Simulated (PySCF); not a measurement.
Highest occupied level (eV) of eight silicon and germanium compounds: PBE beside HF, computed with PySCF for isolated molecules in the bases named; differences from unrounded values. The eight are the first of their class met in an unordered collection, after screening for sound electronic states; none was chosen by its value. Each molecule has one DFT geometry for both levels.

| molecule | basis | HF | PBE | difference |
|---|---|---|---|---|
| Si(H)2(OH)(NMe2) (C2H9NOSi), SMILES CN([SiH2]O)C | def2-TZVP | -9.73 | -5.18 | 4.55 |
| Si(F)(Br)(OH)(OMe) (CH₄BrFO₂Si), SMILES O(C)[Si](O)(F)Br | def2-TZVP | -11.89 | -7.26 | 4.64 |
| C2H8N2OSi, SMILES C/C=N\[Si@H](N)O | def2-TZVP | -10.13 | -5.34 | 4.79 |
| Si(H)(F)(vinyl)2 (C4H7FSi), SMILES C=C[SiH](F)C=C | def2-TZVP | -10.38 | -6.89 | 3.49 |
| Ge(F)3(OSiH3) (F3GeH3OSi), SMILES [F][Ge]([F])([F])[O][SiH3] | def2-TZVP | -13.31 | -8.18 | 5.12 |
| F₂H₆Si₃, SMILES [SiH3][Si](F)([SiH3])F | def2-TZVP | -10.66 | -6.80 | 3.85 |
| C3H8FNSi, SMILES CC/N=C/[SiH2]F | def2-TZVP | -10.95 | -5.98 | 4.97 |
| Ge(H)2(Br)(OH) (BrGeH₃O), SMILES [GeH2]([Br])[OH] | def2-TZVPD | -11.37 | -7.10 | 4.27 |

PBE lies below HF in 0 and above it in 8 of the eight; the mean signed difference is 4.46 and the largest 5.12 eV.
